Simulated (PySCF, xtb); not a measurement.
CH2GeO: which of two structures lies lower

Structure I: a singlet given by its coordinates. Structure II: `[CH2]1[O][Ge]1`, a singlet. Both are isolated molecules in the gas phase, relaxed with PBE0-D4/def2-SVP.

I (Å):

```yaml
atoms:
  - { symbol: C, position_ang: [-0.9584, -0.5935, 0.6762] }
  - { symbol: Ge, position_ang: [-0.4703, 0.9549, -0.4608] }
  - { symbol: O, position_ang: [0.2175, -0.7248, 0.9842] }
  - { symbol: H, position_ang: [-0.3049, -0.0481, -1.6948] }
  - { symbol: H, position_ang: [-1.7397, -1.2698, 1.0993] }
```

Close contacts (Å): C1–Ge2 1.98, C1–O3 1.22, Ge2–O3 2.32, C1–H5 1.12, Ge2–H4 1.60.

II (Å):

```xyz
5

C    -1.0339   -1.4104    0.9000
Ge    0.9258   -1.2591    0.9478
O    -0.3212   -1.5912   -0.3226
H    -1.6737   -0.5154    0.9284
H    -1.5433   -2.3131    1.2697
```

Q: Estimate which is lower in electronic energy at CCSD(T)/def2-TZVP, and by roughly how much.

A: The CCSD(T)/def2-TZVP calculation puts structure II lower, by 19.4 kcal/mol.

Level by level:

```json
{"level": "PBE0-D4/def2-SVP", "geometry": "PBE0-D4/def2-SVP", "E(II) − E(I) (kcal/mol)": "−16.6", "departure from the last row (kcal/mol)": "+2.9", "job, with rough time for the two": "optimisation, 2 min"}
{"level": "HF/def2-TZVP", "geometry": "PBE0-D4/def2-SVP", "E(II) − E(I) (kcal/mol)": "−12.6", "departure from the last row (kcal/mol)": "+6.8", "job, with rough time for the two": "part of the CCSD(T) run"}
{"level": "MP2/def2-TZVP", "geometry": "PBE0-D4/def2-SVP", "E(II) − E(I) (kcal/mol)": "−22.9", "departure from the last row (kcal/mol)": "−3.5", "job, with rough time for the two": "part of the CCSD(T) run"}
{"level": "CCSD(T)/def2-TZVP", "geometry": "PBE0-D4/def2-SVP", "E(II) − E(I) (kcal/mol)": "−19.4", "departure from the last row (kcal/mol)": "", "job, with rough time for the two": "single point, 4.3 min"}
```

None of the levels shown reverses the order. The largest departure from CCSD(T)/def2-TZVP is that of HF/def2-TZVP, 6.8 kcal/mol. Levels run at GFN2-xTB geometries aren't shown.

With thermal terms from frequencies at re-optimised GFN2-xTB minima (ideal gas, soft modes damped towards free rotors, one conformer each, 298.15 K, 1 atm): on the last row, ΔE + ΔZPE = −15.6, ΔH = −16.0, ΔG = −15.2 kcal/mol.

The T1 diagnostic of structure I is large, so the coupled-cluster value is less sure. The correlated steps freeze 11 core orbitals; the filled d shell of Ge is correlated, in a basis made for valence electrons. Codes used: PySCF 2.14.0, xtb 6.7.1; the last row on 2 threads of Intel(R) Xeon(R) Processor @ 2.50GHz (Skylake/Cascade Lake) on a shared host.
